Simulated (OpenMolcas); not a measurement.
**Yb3+: moving or changing the point charges**

Yb3+ among 8 point charges of -0.5 e arranged as a cube (Oh), 2.72 Å from the ion.

| Item | Value |
| --- | --- |
| Program | OpenMolcas |
| Method | SS-CASPT2, IPEA 0.25 Eh, imaginary shift 0.1 Eh (closed shells correlated: 5s 5p) |
| Basis | ANO-RCC-VTZP [8s7p5d3f2g1h] |
| Scalar Hamiltonian | DKH2, point nucleus |
| Active space | 13 electrons in 7 orbitals (4f) |
| State averaging | 2S+1 = 2 odd, 7 roots |
| Spin-orbit coupling | RASSI with atomic mean-field integrals over the reference wave functions |

Runs around this geometry, states (labels of O, the rotations of Oh). Energies in cm-1 above the lowest state or level, χT in cm3 K/mol; under a threefold ground state the first gap can be a small split of the lowest multiplet, not the spin-orbit step.

| R (Å) | Ground state | First state of that spin | First gap with spin-orbit (degeneracies) | Width of lowest J | χT at 300 K |
| --- | --- | --- | --- | --- | --- |
| 2.72 | 2T2 | 2A2 25 | 2 (2, 4) | 29 | 2.575 |
| 2.93 | 2T2 | 2T1 33 | 15 (4, 2) | 22 | 2.575 |
| 3.24 | 2T2 | 2T1 5 | 3 (4, 2) | 24 | 2.575 |

Roots that are degenerate in the reference are averaged as groups; the widest CASPT2 spread within a group is 50 cm-1 (the 3-fold group of multiplicity 2 near 0 cm-1 above the lowest state of its run, R = 2.72). Shifts and gaps below about the spread of the groups concerned are not significant. Point charges carry no covalency, so the field is a model and not that of real ligands. No measured value stands beside these numbers.
